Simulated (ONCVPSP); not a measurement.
**Scattering properties, ONCV potential for lutetium**

| Quantity | Value |
| --- | --- |
| Element | Lu (Z = 71) |
| Generator | ONCVPSP 4.0.1 |
| Type | optimised norm-conserving Vanderbilt (ONCV) |
| Functional | Wu-Cohen |
| Relativity | scalar-relativistic |
| Frozen core | [Kr] 4d10 4f14 |
| Valence charge | 11 |
| Reference configuration | 5s2 5p6 5d1 6s2 |
| Partial waves | 5s+6s: rc 1.85 bohr, ncon 4, nbas 7, qcut 8 1/bohr, 2 projectors; 5p: rc 2.25 bohr, ncon 4, nbas 7, qcut 5.6 1/bohr, 2 projectors, debl 2.3 Ha; 5d: rc 3.10 bohr, ncon 4, nbas 8, qcut 5.5 1/bohr, 2 projectors, debl 2.1 Ha |
| Local potential | polynomial inside 1.40 bohr (lpopt 5, dvloc0 0 Ha) |
| Core correction | Teter function, fcfact 5.5, rcfact 1.15 |

The phase is arctan(r·R′/R) of the radial function R(r), unwrapped; energies in Ha, scanned from -4 to 5 Ha. A pole is an energy at which the radial function vanishes at the test radius. The pseudo phase is shifted by a multiple of π to meet the all-electron one at the reference energy, and phase errors are pseudo minus all-electron; the curves can meet again beyond the range given. Levels narrower than the energy grid can be missing from the lists of poles.

```json
{"channel": "s", "radius (bohr)": "1.88", "reference energy (Ha)": "-0.17", "poles, all-electron": "-1.88", "poles, pseudo": "-1.88", "unbroken range about the reference energy with phases within 0.05 rad": "the whole range", "phase error 1 Ha above the reference energy (rad)": "-0.001"}
{"channel": "p", "radius (bohr)": "2.28", "reference energy (Ha)": "-1.16", "poles, all-electron": "-0.94, 3.74", "poles, pseudo": "-0.94, 3.67", "unbroken range about the reference energy with phases within 0.05 rad": "the whole range", "phase error 1 Ha above the reference energy (rad)": "-0.000"}
{"channel": "d", "radius (bohr)": "3.15", "reference energy (Ha)": "-0.06", "poles, all-electron": "0.18, 2.29", "poles, pseudo": "0.18, 2.29", "unbroken range about the reference energy with phases within 0.05 rad": "below 3.5", "phase error 1 Ha above the reference energy (rad)": "+0.016"}
```

Phases in the d channel:

```json
{"E (Ha)": "-3.98", "all-electron": "1.443", "pseudo": "1.443"}
{"E (Ha)": "-3.50", "all-electron": "1.434", "pseudo": "1.434"}
{"E (Ha)": "-3.02", "all-electron": "1.421", "pseudo": "1.421"}
{"E (Ha)": "-2.54", "all-electron": "1.405", "pseudo": "1.405"}
{"E (Ha)": "-2.06", "all-electron": "1.383", "pseudo": "1.383"}
{"E (Ha)": "-1.58", "all-electron": "1.349", "pseudo": "1.349"}
{"E (Ha)": "-1.10", "all-electron": "1.288", "pseudo": "1.289"}
{"E (Ha)": "-0.62", "all-electron": "1.128", "pseudo": "1.128"}
{"E (Ha)": "-0.14", "all-electron": "-0.624", "pseudo": "-0.624"}
{"E (Ha)": "0.34", "all-electron": "-1.723", "pseudo": "-1.722"}
{"E (Ha)": "0.82", "all-electron": "-2.644", "pseudo": "-2.631"}
{"E (Ha)": "1.30", "all-electron": "-4.383", "pseudo": "-4.381"}
{"E (Ha)": "1.78", "all-electron": "-4.612", "pseudo": "-4.612"}
{"E (Ha)": "2.26", "all-electron": "-4.707", "pseudo": "-4.707"}
{"E (Ha)": "2.74", "all-electron": "-4.787", "pseudo": "-4.786"}
{"E (Ha)": "3.22", "all-electron": "-4.922", "pseudo": "-4.913"}
{"E (Ha)": "3.70", "all-electron": "-5.885", "pseudo": "-5.645"}
{"E (Ha)": "4.18", "all-electron": "-7.575", "pseudo": "-7.527"}
{"E (Ha)": "4.66", "all-electron": "-7.740", "pseudo": "-7.723"}
```
